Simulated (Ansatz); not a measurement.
Species: CH$_{2}$N (charge 0, doublet). It need not be the lowest isomer of its formula. 
Structure (B3LYP-D3(BJ)/def2-TZVP (Ansatz, a program for electronic structure) minimum search):
```
C
N 1 1.2273
H 2 1.0206 1 119.44
H 1 1.0962 2 125.07 3 180.00
```
Charge 0, spin multiplicity 2.

Wanted: atomisation energy (electronic, to ground-state atoms), in kcal/mol. Cores are frozen in the correlated levels unless marked. Open shells are spin-unrestricted. Spin-orbit coupling is left out. Non-relativistic. The coupled-cluster limit lacks core correlation, which all-electron functionals hold. CBS(X,Y): correlation extrapolated as X^-3; Hartree-Fock from the larger set.

| level | program | atomisation energy (kcal/mol) | minus last row |
|---|---|---|---|
| HF/def2-QZVPP | Ansatz | 217.9 | -116.3 |
| PBE-D3(BJ)/def2-TZVPD | Ansatz + dftd3 | 354.4 | 20.2 |
| r2SCAN/def2-TZVPD | Ansatz | 337.1 | 2.9 |
| HSE06-D4/def2-TZVPD | Ansatz + dftd4 | 340.0 | 5.8 |
| MP2/def2-TZVPPD | Ansatz | 326.9 | -7.3 |
| RI-MP2/CBS(cc-pVTZ,cc-pVQZ) | Ansatz | 336.6 | 2.4 |
| CCSD/cc-pVDZ | Ansatz | 294.8 | -39.4 |
| CCSD/def2-SVPD | Ansatz | 311.4 | -22.8 |
| CCSD(T)/CBS(def2-TZVPP,def2-QZVPP) | Ansatz | 334.1 | -0.1 |
| CCSD(T)/CBS(def2-TZVPPD,def2-QZVPPD) | Ansatz | 334.2 | 0.0 |
